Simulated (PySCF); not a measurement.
Correlation energy of Ni(2+) (nickel, charge +2)

[Ar] 3d7 4s1, high-spin 5F determinant (an excited configuration). All numbers are calculated (PySCF 2.14, the spin-free X2C one-electron Hamiltonian (Gaussian nucleus), in x2c-TZVPPall). Frozen: [Ne]; 16 electrons correlated.

| level | correlation energy (mhartree) |
| --- | --- |
| CCSD | -501.36 |
| (T) | -7.49 |
| CCSD(T) | -508.85 |

Diagnostics: T1 = 0.0068, D1 = 0.0187, largest double amplitude 0.014.

Cost of the coupled-cluster step: 18 s of wall time on 1 thread of Neoverse-V2 (shared host), for 16 correlated electrons.

Iterations:

```
CC2 = 0
CCSD nocc = (np.int64(10), np.int64(6)), nmo = (59, 59)
frozen orbitals [[0, 1, 2, 3, 4], [0, 1, 2, 3, 4]]
max_cycle = 100
direct = 0
conv_tol = 1e-08
conv_tol_normt = 1e-06
diis_space = 8
diis_start_cycle = 0
Init t2, MP2 energy = -0.509161113699651
Init E_corr(UCCSD) = -0.509161113707504
cycle = 1  E_corr(UCCSD) = -0.492281614646213  dE = 0.0168794991  norm(t1,t2) = 0.0484776
cycle = 2  E_corr(UCCSD) = -0.501572384576205  dE = -0.00929076993  norm(t1,t2) = 0.0125754
cycle = 3  E_corr(UCCSD) = -0.500908598124983  dE = 0.000663786451  norm(t1,t2) = 0.00530776
cycle = 4  E_corr(UCCSD) = -0.501345571311951  dE = -0.000436973187  norm(t1,t2) = 0.00178912
cycle = 5  E_corr(UCCSD) = -0.501376563971147  dE = -3.09926592e-05  norm(t1,t2) = 0.00040752
cycle = 6  E_corr(UCCSD) = -0.501352410781768  dE = 2.41531894e-05  norm(t1,t2) = 0.000148038
cycle = 7  E_corr(UCCSD) = -0.501354622274311  dE = -2.21149254e-06  norm(t1,t2) = 3.24707e-05
cycle = 8  E_corr(UCCSD) = -0.501356963870048  dE = -2.34159574e-06  norm(t1,t2) = 8.81711e-06
cycle = 9  E_corr(UCCSD) = -0.501356353050355  dE = 6.10819693e-07  norm(t1,t2) = 2.30086e-06
cycle = 10  E_corr(UCCSD) = -0.501356313035907  dE = 4.00144479e-08  norm(t1,t2) = 6.10424e-07
cycle = 11  E_corr(UCCSD) = -0.501356344137462  dE = -3.11015548e-08  norm(t1,t2) = 2.39643e-07
cycle = 12  E_corr(UCCSD) = -0.50135633862367  dE = 5.5137922e-09  norm(t1,t2) = 7.45716e-08
UCCSD converged
E(UCCSD) = -1518.546877773521  E_corr = -0.5013563386236697
UCCSD(T) correction = -0.00748720388846076
```

This basis was not built for core-valence correlation, so the inner-shell part is incomplete.
